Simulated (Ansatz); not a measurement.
`[CH3][W]([CH3])(=[O])=[S]` + H₂O → `[CH3][W](=[O])([OH])=[S]` + CH₄ at 298.15 K and 1 bar (formal hydrolysis of a W–C bond).

Gas-phase electronic energies from Ansatz, PBE0-D4/def2-TZVP geometries. CCSD(T)/CBS is the MP2 limit (def2-TZVPP, def2-QZVPP) plus CCSD(T) − MP2 in def2-TZVPP, frozen cores. This one scheme is used for every species. def2 core potentials past Kr. For W outer-core shells are correlated without core-valence functions, which leaves a few kJ/mol of doubt a bond. Each species was taken in one conformer, which may not be the lowest.

```tsv
species	CCSD(T)/CBS energy (Eh)	H − E (kJ/mol)	S (J/(mol·K))
`[CH3][W]([CH3])(=[O])=[S]`	-619.71852	221.8	382.9
H₂O	-76.37941	66.4	188.7
`[CH3][W](=[O])([OH])=[S]`	-655.68404	163.6	364.0
CH₄	-40.46206	127.4	186.2
```

H − E and S are ideal-gas, rigid-rotor, harmonic terms from PBE0-D4/def2-TZVP, for one conformer and one mirror image of each species. 1 Eh = 2625.50 kJ/mol, R = 8.31446 J/(mol·K).

Problem. By hand: ΔE, ΔH, ΔS and ΔG.

Solution. ΔE = (-655.68404) + (-40.46206) − (-619.71852) − (-76.37941) = -0.04817 Eh = -126.5 kJ/mol. Δ(H − E) = 163.6 + 127.4 − 221.8 − 66.4 = 2.8, so ΔH = -123.7 kJ/mol. ΔS = 364.0 + 186.2 − 382.9 − 188.7 = -21.4 J/(mol·K). ΔG = -123.7 − 298.15 × (-21.4)/1000 = -117.3 kJ/mol.

Problem. By hand: the equilibrium constant, and the temperature at which ΔG would vanish if ΔH and ΔS stayed fixed.

Solution. log₁₀ K = −ΔG/(RT ln 10) = 20.6. ΔG = 0 at ΔH/ΔS = 5780 K, far beyond where these terms or the molecules hold.

ΔH outweighs TΔS. A doubt of 5 kJ/mol in ΔE shifts log₁₀ K by 0.9 here. Other conformers and mirror images would add mixing entropy, several J/(mol·K) or more a flexible species. These are equilibria of isolated gas molecules and say nothing of rates. Largest T1 diagnostic: 0.023 (customary marks: 0.02 for closed shells, 0.045 for open ones).
